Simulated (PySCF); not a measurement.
Species: C7H11ClO.
Structure used (GFN2-xTB), in Å, numbered top down from 1:
```
atom  x, y, z in Å
C1     3.2120    0.9090   -0.6756
C2     3.0389    0.0495    0.3155
O3     1.8825   -0.4569    0.8045
C4     0.6828   -0.0604    0.1812
C5    -0.4697   -0.7802    0.8746
Cl6   -0.4842   -2.5011    0.3492
C7    -1.8095   -0.1677    0.5870
C8    -2.5954    0.2305    1.5754
C9    -2.1937   -0.0521   -0.8552
H10    2.4039    1.3316   -1.2447
H11    4.2031    1.2175   -0.9491
H12    3.8712   -0.3577    0.8735
H13    0.7085   -0.3080   -0.8874
H14    0.5405    1.0255    0.2932
H15   -0.2712   -0.8040    1.9486
H16   -2.3098    0.1366    2.6091
H17   -3.5582    0.6716    1.3838
H18   -2.0589   -1.0096   -1.3540
H19   -3.2311    0.2547   -0.9507
H20   -1.5666    0.6819   -1.3596
```

Computed at PBE0/pcSseg-1 (PySCF, non-relativistic), with Q(17O) = −0.0256 b, Q(35Cl) = −0.0817 b: O3, 17O (I = 5/2): χzz = -11.18 MHz, η = 0.671; Cl6, 35Cl (I = 3/2): χzz = -75.05 MHz, η = 0.011.

Task: Where would the pure quadrupole (NQR) lines of 17O at O3 fall for the rigid, isolated species?

Result: From the eigenvalues of H = χ/[4I(2I − 1)] × [3Iz² − I(I + 1) + η(Ix² − Iy²)], steps between neighbouring levels, labelled as for η = 0: ±1/2↔±3/2 2.353 MHz, ±3/2↔±5/2 3.123 MHz (ether oxygen).

Task: Where would the pure quadrupole (NQR) lines of 35Cl at Cl6 fall for the rigid, isolated species?

Result: From ν = (|χ|/2)√(1 + η²/3): ν = 37.53 MHz (alkyl chlorine). For 37Cl the ratio of quadrupole moments, 0.7881, gives 29.57 MHz.

Task: Apply the simplest Townes–Dailey estimate (no s hybridisation, no π bonding), ionic character = 1 − χzz/χ0, where χ0 is the coupling for one missing p electron along the bond: −109.74 MHz for 35Cl.

Result: Cl6 on C5: 1 − (-75.05)/(-109.74) = 0.32. In this model a purely covalent bond gives χ0 and a free halide ion gives zero; s hybridisation or π bonding, where present, is counted here as ionic character.

In a crystal, neighbours and librations shift these lines. GFN2-xTB bond lengths can be off by several hundredths of an ångström, more for odd bonds, and the gradients follow them. The small basis limits the accuracy of the gradients.

One conformer stands for the species.
